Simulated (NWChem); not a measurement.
# C2H4FNOSi; SMILES C#C[Si@](N)(O)F

```xyz
10

C      0.1427     2.7252    -0.0345
C      0.0439     1.5136     0.0061
Si    -0.0416    -0.3091     0.0316
N      0.9508    -1.1359    -1.0854
O     -1.6267    -0.6820    -0.1871
F      0.4923    -0.7930     1.4818
H      0.2241     3.7976    -0.0646
H      1.9162    -1.3266    -0.8412
H      0.8475    -0.9784    -2.0812
H     -1.8128    -1.6189    -0.3071
```
Atoms are numbered in this order, from 1.

Level: PBE0/def2-SVP (NWChem), optimised geometry, unscaled harmonic frequencies. 

Task: List the harmonic frequencies with IR intensities, and the thermochemistry.

Result: 
```csv
frequency (cm⁻¹),IR intensity (km/mol)
128,2.0
137,3.3
182,6.9
239,34.7
281,15.2
327,18.8
376,72.8
389,52.7
407,142.7
427,149.2
623,89.5
746,28.5
755,27.5
792,79.1
807,60.1
885,250.1
940,190.3
995,209.5
1539,68.7
2178,53.9
3475,47.6
3618,47.5
3718,49.2
3924,121.5
```

```json
{
 "zero_point_energy": "39.8 kcal/mol",
 "thermal correction to the enthalpy at 298.15 K (with zero-point energy)": "45.4 kcal/mol",
 "heat capacity Cv": "27.8 cal/(mol K)",
 "entropy at 298.15 K and 1 atm (symmetry number 1)": "85.5 cal/(mol K)",
 "dipole_moment": "2.60 D"
}
```

Rigid rotor and harmonic oscillator.
